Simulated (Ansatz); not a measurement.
Reaction (isomerisation): `COCS[SiH3]` → `CO[SiH2]CS`

Isolated molecules relaxed with PBE0-D4/def2-TZVP in Ansatz; ΔE leaves out vibrations. CBS: MP2 limit from def2 TZ/QZ plus the TZ coupled-cluster correction, frozen cores. DFT in def2-TZVPP. B3LYP here is the variant with VWN-RPA as its local correlation; programs differ in this. Each species was taken in one conformer, which may not be the lowest.

| level | ΔE (kJ/mol) | difference from CCSD(T)/CBS |
| --- | --- | --- |
| PBE-D4 | -79.1 | 18.8 |
| r2SCAN-D4 | -89.5 | 8.4 |
| PBE0-D4 | -86.5 | 11.4 |
| ωB97X-V | -92.2 | 5.7 |
| PBE | -80.6 | 17.3 |
| r2SCAN | -89.8 | 8.1 |
| PBE0 | -87.8 | 10.1 |
| B3LYP | -95.1 | 2.8 |
| MP2/def2-TZVPP | -99.2 | -1.3 |
| SCS-MP2/def2-TZVPP | -99.5 | -1.6 |
| CCSD(T)/def2-TZVPP | -96.1 | 1.8 |
| HF/def2-QZVPP | -107.7 | -9.8 |
| MP2/def2-QZVPP | -100.9 | -3.0 |
| SCS-MP2/def2-QZVPP | -101.3 | -3.4 |
| MP2/CBS(def2) | -101.0 | -3.1 |
| CCSD/CBS(def2) | -101.9 | -4.0 |
| CCSD(T)/CBS | -97.9 | 0 |

Largest T1 diagnostic among the species: 0.012.

From PBE to PBE0 (25 % exact exchange), in def2-TZVPP and without D4, ΔE moves by −7.2 kJ/mol. In def2-TZVPP, CCSD(T) changes the Hartree–Fock value by +9.6 kJ/mol (the triples alone add +4.0 kJ/mol) and MP2 by +6.5 kJ/mol.
